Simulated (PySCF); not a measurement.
Structure elucidation problem

Molecular formula: C4H13FN2Si2. Simulated spectra:

¹H NMR (300 MHz, computed): δ 5.07 (m, 1H), 5.07 (m, 1H), 4.97 (m, 1H), 4.83 (m, 1H), 4.55 (m, 1H), 3.07 (m, 1H), 2.66 (s, 3H), 1.43 (d, 3H), 1.06 (br s, 1H).

¹³C{¹H} NMR (computed): δ 93.0, 51.3, 31.4, 23.3.

How the numbers were obtained: shielding tensors at PBE0/pcSseg-1 (GIAO), GFN2-xTB structure, in PySCF 2.14.0 with density-fitted response routines (one computed conformer, gas phase, averaged over atoms made equivalent by symmetry, fast rotation or ring inversion, no relativistic terms).

References, each an isolated molecule treated in the same way: ¹H and ¹³C against TMS.

Propose a structure and justify it.

Results:


1. The formula gives 1 degree of unsaturation (1 ring in the answer).
2. 4 carbon signals for 4 carbons: no two carbons are equivalent.
3. Carbon types of the structure: 2 × CH, 2 × CH3, leaving 5 H on heteroatoms.
4. δC 93.0: sp3 CH bonded to F and Si; pulled downfield by the heteroatom.
5. δC 51.3: sp3 CH bonded to N; the inductive effect lowers its shielding.
6. δC 31.4: methyl carbon bonded to N; deshielded by the electronegative neighbour.
7. δC 23.3: methyl carbon; aliphatic region, no heteroatom directly attached.
8. δH 3.07: hydrogen on an sp3 CH bonded to N; its carbon carries N, hence the downfield position.
9. δH 2.66: hydrogen on a methyl carbon bonded to N; its carbon carries N, an electronegative neighbour.
10. δH 1.06: hydrogen on a nitrogen bonded to C, Si, in a 6-membered ring; exchangeable, gas-phase position.

The compound is SMILES C[C@@H]1N[SiH2]N(C)[SiH2][C@@H]1F.

The data come from this structure; uniqueness wasn't tested.

OH and NH positions are those of a molecule without intermolecular hydrogen bonds; in solution they move with solvent, concentration and temperature, and exchange usually removes their couplings. Splittings by ¹⁹F in the carbon and heteronuclear signals aren't shown, as no couplings were computed. Shifts are as computed. Against solution values, carbons near 30 ppm lie about +3 ppm off and those near 130 ppm about +5 ppm. Of 1211 compounds with measured shifts, 218 miss one by over three times the rms of a fit or turn the order of signals round; such compounds aren't used in these exercises. Multiplicities follow the n + 1 count of equivalent neighbours, as no J values were calculated; m marks all less simple cases, F and P coupling included.
